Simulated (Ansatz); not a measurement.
The same path of C2H8AlN + H4Si (17 atoms, charge 0, multiplicity 1) was run twice with different band settings. Lost on the way: Al1–C2, H5–Si6. Made: Al1–Si6, C2–H5.

Method: RKS B3LYP/def2-SVP in Ansatz 0.2.0.

Relaxed end points:

```xyz
17
Properties=species:S:1:pos:R:3
Al -0.098 -1.122 -0.398
C 1.461 -2.058 0.344
C -0.429 -0.953 -2.327
N -1.267 -0.380 0.736
H 0.906 2.222 0.296
Si -0.053 2.870 1.233
H 1.484 -2.057 1.447
H 1.488 -3.113 0.014
H 2.405 -1.602 -0.007
H 0.413 -0.447 -2.834
H -0.523 -1.945 -2.804
H -1.344 -0.385 -2.563
H -2.126 0.091 0.467
H -1.221 -0.440 1.750
H 0.405 4.268 1.493
H -1.412 2.919 0.627
H -0.088 2.132 2.526
```

```xyz
17
Properties=species:S:1:pos:R:3
Al -1.104 0.496 -0.550
C 2.585 -1.977 1.318
C -1.240 0.195 -2.485
N -1.098 -0.906 0.554
H 3.247 -1.100 1.360
Si -0.906 2.715 0.502
H 2.587 -2.481 2.295
H 1.563 -1.655 1.069
H 2.950 -2.673 0.549
H -0.360 0.600 -3.014
H -1.324 -0.873 -2.745
H -2.120 0.712 -2.907
H -1.170 -1.881 0.273
H -1.045 -0.853 1.568
H 0.445 3.323 0.269
H -1.906 3.690 -0.043
H -1.106 2.669 1.987
```

Common settings: movable images 9; climbing image yes; spring 5.0 eV/Å²; optimiser quadratic models (default); force threshold 0.03 eV/Å; iteration limit 60; end points relaxed.

| run | start path |
| --- | --- |
| 1 | through a guess of the saddle point |
| 2 | straight line |

(1) What does each run give, and how far can it be trusted?

Results:

(1) Run 1: converged after 18 iterations, highest image 1.833 eV above the first end. Neighbouring images differ by up to 1.7 eV, so the band resolves the path poorly. A vibrational analysis at the climbing image gives one clearly imaginary mode, 1295i cm⁻¹: a first-order saddle point.
Run 2: converged after 25 iterations, highest image 1.833 eV above the first end. Neighbouring images differ by up to 1.7 eV, so the band resolves the path poorly. Another band between the same ends (9 images) ends at a top of the same energy, where a vibrational analysis finds 1 clearly imaginary mode.
The orbitals stay closed-shell, which can raise the energy where a bond breaks towards radicals; this wasn't checked here.
